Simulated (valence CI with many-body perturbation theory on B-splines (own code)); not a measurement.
# E1 line list for Ba⁵⁰⁺

Method: valence CI with perturbative core correlation (CI+MBPT): four valence electrons over a frozen Dirac-Fock core [He], a basis of 11 s, 11 p, 10 d, 8 f, 5 g, 2 h functions for each j, with the one-electron correlation potential Σ1, the two-electron term Σ2, the three-electron term Σ3, Breit, model QED; selected CI, second order for the rest, scaled by the run's own slope (own B-spline code, finite nucleus).

The last digits are not significant, and no measured levels were compared; by estimate large intervals hold to a few tenths of a per cent, small ones and those within an open d or f shell to about a per cent. Among the levels kept, up to 910 cm⁻¹ of a level comes from second order outside the variational space, and about a tenth of that is noise between levels of different J, which matters for small intervals.

Lines 201 to 250 of 543 in falling wavelength, among levels below 56163 × 10³ cm⁻¹, chosen from the strongest by gf and those to the six lowest levels. Wavelengths and rates use the calculated energies. Electric multipoles are in the length gauge, E1 and E2 with the static RPA response of the core. Weak lines are less certain than strong ones. Lines between different terms over intervals too small for the method are left out, as are lines whose strength nearly cancels. Where a level lies close to another of its J and parity, the split of strength between their lines is uncertain. The highest levels of a list are the least certain.

Levels are named by their leading jj configuration (3d3/2^4 stands for four electrons in 3d with j = 3/2), which in mixed levels can hold well under half, so a name can repeat and another be missing. Letters in brackets count levels of one name in rising energy.

```tsv
λ vac (Å)	Upper	Lower	A (s⁻¹)	log gf	Branch %
19.40	(2s 2p3/2^2 3d3/2) J=2 [b]	(2s^2 2p3/2 3d3/2) J=1	3.33e+11	-1.03	0.1
19.38	(2s 2p3/2^2 3d5/2) J=3 [c]	(2s^2 2p3/2 3d5/2) J=2	3.92e+11	-0.81	0.1
19.38	(2p1/2^2 2p3/2 3d5/2) J=3	(2s 2p1/2^2 3d5/2) J=2	2.85e+11	-0.95	0.0
19.38	(2s 2p3/2^2 3s) J=1 [b]	(2s^2 2p3/2 3s) J=1	1.56e+12	-0.58	1.6
19.37	(2p1/2 2p3/2^2 3p1/2) J=1 [b]	(2s 2p1/2 2p3/2 3p1/2) J=2 [c]	7.88e+11	-0.88	1.8
19.35	(2s 2p3/2^2 3s) J=1 [a]	(2s^2 2p3/2 3s) J=2	9.51e+11	-0.80	1.8
19.35	(2s 2p3/2^2 3p1/2) J=1 [b]	(2s^2 2p3/2 3p1/2) J=2	9.23e+11	-0.81	1.0
19.34	(2s 2p1/2 2p3/2 3p3/2) J=1 [d]	(2s^2 2p1/2 3p3/2) J=2	6.62e+11	-0.95	6.8
19.33	(2p1/2^2 2p3/2 3d3/2) J=3	(2s 2p1/2^2 3d3/2) J=2	5.40e+11	-0.67	4.1
19.33	(2p1/2 2p3/2^2 3p3/2) J=2 [c]	(2s 2p1/2 2p3/2 3p3/2) J=3 [c]	6.71e+11	-0.73	0.5
19.32	(2s 2p3/2^2 3p3/2) J=2 [b]	(2s^2 2p3/2 3p3/2) J=3	6.89e+11	-0.71	1.4
19.32	(2p1/2 2p3/2^2 3p1/2) J=2 [b]	(2s^2 2p3/2 3d3/2) J=3	3.37e+11	-1.03	0.1
19.31	(2s 2p1/2 2p3/2 3d3/2) J=2 [d]	(2s^2 2p1/2 3d3/2) J=2	3.94e+11	-0.96	0.1
19.31	(2s 2p3/2^2 3d5/2) J=4 [b]	(2s^2 2p3/2 3d5/2) J=4	1.13e+12	-0.25	19.3
19.30	(2s 2p3/2^2 3d3/2) J=3 [b]	(2s^2 2p3/2 3d3/2) J=3	1.10e+12	-0.37	0.4
19.29	(2p1/2 2p3/2^2 3s) J=1 [b]	(2s 2p1/2 2p3/2 3s) J=2 [c]	9.92e+11	-0.78	1.2
19.28	(2s 2p3/2^2 3p1/2) J=1 [a]	(2s^2 2p3/2 3p1/2) J=1	9.43e+11	-0.80	0.7
19.28	(2s 2p3/2^2 3p1/2) J=2 [b]	(2s^2 2p3/2 3p1/2) J=2	1.46e+12	-0.39	2.0
19.27	(2s 2p3/2^2 3p1/2) J=1 [b]	(2s^2 2p3/2 3p1/2) J=1	5.69e+11	-1.02	0.6
19.26	(2s 2p3/2^2 3d3/2) J=2 [c]	(2s^2 2p3/2 3d3/2) J=3	6.90e+11	-0.72	0.2
19.24	(2s 2p3/2^2 3d5/2) J=3 [b]	(2s^2 2p3/2 3d5/2) J=4	1.22e+12	-0.33	6.4
19.19	(2p1/2 2p3/2^2 3d3/2) J=4	(2s 2p1/2 2p3/2 3d3/2) J=4	3.95e+11	-0.71	14.6
19.18	(2s 2p1/2 2p3/2^2) J=1 [a]	(2s^2 2p1/2 2p3/2) J=2	5.87e+10	-2.01	3.5
19.17	(2s 2p1/2 2p3/2^2) J=0	(2s^2 2p1/2 2p3/2) J=1	8.96e+11	-1.31	100.0
19.16	(2s 2p3/2^2 3p3/2) J=3 [b]	(2s^2 2p3/2 3p3/2) J=3	1.01e+12	-0.41	1.1
19.14	(2s 2p3/2^2 3s) J=2 [b]	(2s^2 2p3/2 3s) J=2	1.41e+12	-0.41	5.7
19.13	(2s 2p3/2^2 3d5/2) J=2 [c]	(2s^2 2p3/2 3d5/2) J=3	1.26e+12	-0.46	0.1
19.13	(2p1/2^2 2p3/2 3d5/2) J=1	(2s 2p1/2^2 3d5/2) J=2	7.50e+11	-0.91	0.2
19.11	(2s 2p3/2^2 3d5/2) J=1 [b]	(2s^2 2p3/2 3d5/2) J=2	1.04e+12	-0.77	0.2
19.11	(2p1/2^2 2p3/2 3d3/2) J=1	(2s 2p1/2^2 3d3/2) J=1	6.30e+11	-0.99	0.5
19.09	(2p1/2 2p3/2^2 3p3/2) J=1 [c]	(2s 2p1/2 2p3/2 3p3/2) J=2 [c]	6.30e+11	-0.99	0.5
19.08	(2p1/2 2p3/2^2 3p1/2) J=3	(2s 2p1/2 2p3/2 3p1/2) J=3	5.86e+11	-0.65	0.2
19.07	(2p1/2 2p3/2^2 3p3/2) J=4	(2s 2p1/2 2p3/2 3p3/2) J=4	6.16e+11	-0.52	0.5
19.06	(2s 2p3/2^2 3d3/2) J=2 [b]	(2s 2p1/2 2p3/2 3p1/2) J=2 [b]	4.72e+11	-0.89	0.1
19.01	(2s 2p1/2^2 2p3/2) J=1	(2s^2 2p1/2^2) J=0	1.07e+12	-0.76	97.2
19.00	(2p1/2 2p3/2^2 3s) J=3	(2s 2p1/2 2p3/2 3s) J=3	7.30e+11	-0.56	1.8
18.98	(2s 2p3/2^2 3p3/2) J=1 [c]	(2s^2 2p3/2 3p3/2) J=2	8.05e+11	-0.88	1.6
18.97	(2p1/2^2 2p3/2 3p3/2) J=2	(2s 2p1/2^2 3p3/2) J=2	3.58e+11	-1.02	0.3
18.94	(2p1/2^2 2p3/2 3d5/2) J=3	(2s 2p1/2^2 3d5/2) J=3	3.90e+11	-0.83	0.1
18.93	(2p1/2 2p3/2^2 3d3/2) J=3 [b]	(2s 2p1/2 2p3/2 3d3/2) J=3 [b]	4.52e+11	-0.77	0.1
18.88	(2s 2p1/2 2p3/2^2) J=2 [b]	(2s^2 2p1/2 2p3/2) J=2	1.57e+12	-0.38	93.3
18.80	(2p1/2 2p3/2^2 3s) J=1 [a]	(2s 2p1/2 2p3/2 3s) J=1 [a]	6.00e+11	-1.02	0.7
18.79	(2s 2p1/2 2p3/2^2) J=1 [b]	(2s^2 2p1/2 2p3/2) J=2	1.21e+12	-0.72	97.8
18.77	(2p1/2 2p3/2^2 3d3/2) J=3 [a]	(2s 2p1/2 2p3/2 3d3/2) J=3 [a]	4.66e+11	-0.76	0.5
18.75	(2p1/2 2p3/2^2 3p1/2) J=2 [a]	(2s 2p1/2 2p3/2 3p1/2) J=2 [a]	6.12e+11	-0.79	0.4
18.75	(2p1/2 2p3/2^2 3p3/2) J=3 [a]	(2s 2p1/2 2p3/2 3p3/2) J=3 [a]	6.33e+11	-0.63	0.5
18.71	(2s 2p1/2 2p3/2^2) J=1 [a]	(2s^2 2p1/2 2p3/2) J=1	1.60e+12	-0.60	94.3
18.66	(2p1/2 2p3/2^2 3p1/2) J=1 [a]	(2s 2p1/2 2p3/2 3p1/2) J=1 [a]	6.10e+11	-1.02	0.8
18.66	(2p1/2 2p3/2^2 3d5/2) J=4	(2s 2p1/2 2p3/2 3d5/2) J=4 [a]	4.26e+11	-0.70	15.0
18.51	(2p1/2^2 2p3/2^2) J=0	(2s 2p1/2^2 2p3/2) J=1	1.81e+12	-1.03	93.5
```

Question: How does gf follow from A for the line at 19.26 Å?

Answer: gf = 1.4992 × (2J+1)_upper × A / σ², with σ = 5192036 cm⁻¹ and 2J+1 = 5: gf = 0.192.
